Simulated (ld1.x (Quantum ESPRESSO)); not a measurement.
# Reading a pseudo-wave (aluminium)

Columns: radius, all-electron u(r) and pseudo u(r) of the 3s shell (level -7.81 eV) of aluminium in the configuration [Ne] 3s2 3p1; LDA (PZ), non-relativistic, ultrasoft scheme, ld1.x (Quantum ESPRESSO) 7.5.

```
r (bohr)  all-electron  pseudo
   0.128        0.0728  0.0807
   0.255       -0.1790  0.1594
   0.382       -0.2960  0.2355
   0.510       -0.2765  0.3084
   0.638       -0.1769  0.3765
   0.765       -0.0439  0.4384
   0.893        0.0969  0.4942
   1.020        0.2280  0.5427
   1.148        0.3441  0.5844
   1.275        0.4405  0.6184
   1.402        0.5180  0.6453
   1.530        0.5780  0.6653
   1.658        0.6216  0.6787
   1.785        0.6506  0.6858
   1.912        0.6675  0.6874
   2.040        0.6739  0.6838
   2.168        0.6716  0.6756
   2.295        0.6622  0.6634
   2.422        0.6474  0.6475
   2.550        0.6280  0.6280
   2.678        0.6054  0.6054
   2.805        0.5805  0.5805
   2.932        0.5540  0.5540
   3.060        0.5264  0.5264
   3.188        0.4983  0.4983
   3.315        0.4704  0.4704
```

(1) How many radial nodes do the two functions have?

(2) At about which radius was the pseudo-wave matched?

(3) Where does each function peak?

(4) Is the pseudo-wave norm-conserving?

Answers

(1) The all-electron 3s function has n − l − 1 = 2; the pseudo-wave has 0, since the states of the same l below it are removed with the core.

(2) 2.55 bohr. The columns agree to 0.0005 from 2.42 bohr on; several derivatives are matched, so the curves merge somewhat inside the radius.

(3) Outermost all-electron maximum near 2.04 bohr, pseudo maximum near 1.91 bohr (to the table’s step).

(4) No, it belongs to an ultrasoft set: the norm inside the radius is not constrained, and the difference is carried by the augmentation charge.
